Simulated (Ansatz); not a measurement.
System: SrF$_{2}$, charge 0, singlet. SrF2 (SMILES [F][Sr][F]).
B3LYP-D3(BJ)/def2-TZVP minimum from Ansatz (an electronic-structure program):
```
Sr
F 1 2.1388
F 1 2.1388 2 129.77
```

Total energies in def2-TZVPP, 16 correlated electrons, 6 frozen orbitals. Open shells are spin-unrestricted; no spin-orbit coupling. Correlated methods leave the cores frozen (noble-gas shells, and filled d and f shells in the p block). Past Kr the def2 sets carry scalar-relativistic core potentials.

| method | program | energy (Eh) | minus CCSDT(Q) (mEh) |
|---|---|---|---|
| HF | Ansatz | -229.46161 | 560.51 |
| MP2 | Ansatz | -230.01358 | 8.54 |
| CCSD | Ansatz | -230.00697 | 15.15 |
| CCSD(T) | Ansatz | -230.02144 | 0.68 |
| CCSDT(Q) | Ansatz | -230.02212 | 0.00 |

Rough core times of Ansatz's runs on a shared machine: CCSD(T) under 20 s, CCSDT(Q) 7 min.
